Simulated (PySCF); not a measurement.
Atom-mapped SMILES (the numbers label the heavy atoms): `[CH:1]#[C:2]/[CH:3]=[CH:4]\[BH2-:5][PH3+:6]`. Hydrogens are named by the atom that carries them.

Geometry: PBE0-D3(BJ)/def2-SVP; GIAO shifts from PySCF, gas phase, non-relativistic, averaged over equivalent atoms.

At BP86/pcSseg-1 (149 basis functions, 30 s wall time on 1 thread of an Arm Neoverse V1, shared host):
| atoms | δ (ppm) |
| --- | --- |
| C4 | 160.8 |
| C3 | 124.6 |
| C1 | 90.4 |
| C2 | 89.0 |
| B5 | -42.2 |
| P6 | -170.7 |
| H(C4) | 6.87 |
| H(C3) | 6.11 |
| H(P6) | 4.32 |
| H(C1) | 3.37 |
| H(B5) | 2.37 |

Referencing at the same level of theory: 13C (179.74 ppm), 1H (31.27 ppm) vs TMS; 11B (95.26 ppm) against BF3·OEt2; 31P (294.54 ppm) against H3PO4.

Estimate the result of repeating the calculation with HF/pcSseg-1.

Results:


```csv
atoms,δ at HF/pcSseg-1,change
C4,167.1,+6.3
C3,124.5,-0.1
C1,95.0,+4.6
C2,77.8,-11.2
B5,-32.9,+9.3
P6,-137.4,+33.3
H(C4),6.98,+0.11
H(C3),5.79,-0.32
H(P6),4.05,-0.27
H(C1),3.83,+0.46
H(B5),1.94,-0.43
```

References, each an isolated molecule treated in the same way: 13C (σref 190.85) and 1H (σref 31.69) against TMS; 11B (σref 115.29) vs BF3·OEt2; H3PO4 for 31P (σref 356.22).

The largest change is at P6 (phosphorus bonded to B, 3 H). Cost: 149 basis functions, 13 s wall time on 1 thread of an Arm Neoverse V1, shared host. The order of the carbon signals is the same at both levels.

A carbon bonded to boron is broadened by the quadrupolar boron nucleus and is often missing from a measured spectrum. Experimental scales use liquid or dissolved standards, which lie at an offset from isolated H3PO4.
